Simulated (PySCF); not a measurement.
ClF2H3Si2, SMILES F[Si]([SiH3])(F)Cl.

Geometry optimised at PBE-D3(BJ)/def2-SVP.

Method: TDA-CAM-B3LYP/def2-SVPD (PySCF).

Vertical excitations. Isolated molecule, no solvent. State labels are in the subgroup Cs.

| state | symmetry | energy (eV) | λ (nm) | f | main pairs |
|---|---|---|---|---|---|
| S1 | A" | 7.62 | 163 | 0.025 | HOMO→LUMO+1 92 % |
| S2 | A' | 7.78 | 159 | 0.141 | HOMO→LUMO 47 %, HOMO→LUMO+2 39 % |
| S3 | A' | 8.17 | 152 | 0.352 | HOMO→LUMO+2 50 %, HOMO→LUMO 40 % |
| S4 | A" | 8.46 | 147 | 0.020 | HOMO−1→LUMO 82 % |
| S5 | A' | 8.67 | 143 | 0.011 | HOMO→LUMO+3 81 % |
| S6 | A" | 8.67 | 143 | 0.012 | HOMO−2→LUMO+1 63 %, HOMO−3→LUMO 10 % |
| S7 | A' | 8.68 | 143 | 0.011 | HOMO−2→LUMO 78 % |
| S8 | A' | 8.75 | 142 | 0.017 | HOMO−1→LUMO+1 71 % |
| S9 | A" | 8.88 | 140 | 0.001 | HOMO−4→LUMO+1 36 %, HOMO−2→LUMO+1 14 %, HOMO−1→LUMO+2 11 %, HOMO−3→LUMO+2 11 % |
| S10 | A" | 8.97 | 138 | 0.000 | HOMO−1→LUMO+2 61 %, HOMO−4→LUMO+1 12 %, HOMO−1→LUMO+4 9 % |
| T1 | A" | 6.60 | 188 | 0 | HOMO→LUMO+1 89 % |
| T2 | A' | 6.63 | 187 | 0 | HOMO→LUMO 58 %, HOMO→LUMO+2 32 % |
| T3 | A' | 7.31 | 170 | 0 | HOMO→LUMO+2 34 %, HOMO→LUMO 25 %, HOMO→LUMO+3 24 % |
| T4 | A' | 7.94 | 156 | 0 | HOMO−3→LUMO+1 23 %, HOMO→LUMO+3 19 %, HOMO−2→LUMO 18 %, HOMO−4→LUMO+2 8 % |
Triplets are in the Tamm–Dancoff approximation.
